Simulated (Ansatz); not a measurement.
Two isomers of CH5FOSeSi: A = `C[Se][SiH](O)F`, B = `F[SiH2]OC[SeH]`.

Program: Ansatz. Geometries: PBE0-D4/def2-TZVP. ΔE: electronic, gas phase. CBS: MP2 limit from def2 TZ/QZ plus the TZ coupled-cluster correction, frozen cores. Functionals use def2-TZVPP. B3LYP here is the variant with VWN-RPA as its local correlation; programs differ in this. For Se outer-core shells are correlated without core-valence functions, which leaves a few kJ/mol of doubt a bond. Scalar relativity is left out up to krypton. One conformer a species, not always the lowest.

(1) Which isomer does CCSD(T)/CBS put lower? Give the gap. (Estimate.)

(2) Give E(B) − E(A) in kJ/mol with r2SCAN-D4, B3LYP, CCSD(T)/def2-TZVPP, HF/def2-TZVPP, B3LYP-D4, PBE0-D4, B2PLYP. (Estimate.)

Largest T1 diagnostic: 0.011.

Results:

(1) Computed: A, by 158.0 kJ/mol.

(2) Computed: r2SCAN-D4 157.4, B3LYP 148.3, CCSD(T)/def2-TZVPP 152.0, HF/def2-TZVPP 147.1, B3LYP-D4 148.6, PBE0-D4 157.8, B2PLYP 152.7. None reverses the order clearly.

From PBE to PBE0 (25 % exact exchange), in def2-TZVPP and without D4, E(B) − E(A) moves by +3.7 kJ/mol. In def2-TZVPP, CCSD(T) changes the Hartree–Fock value by +4.9 kJ/mol (the triples alone add +0.5 kJ/mol) and MP2 by +14.6 kJ/mol.
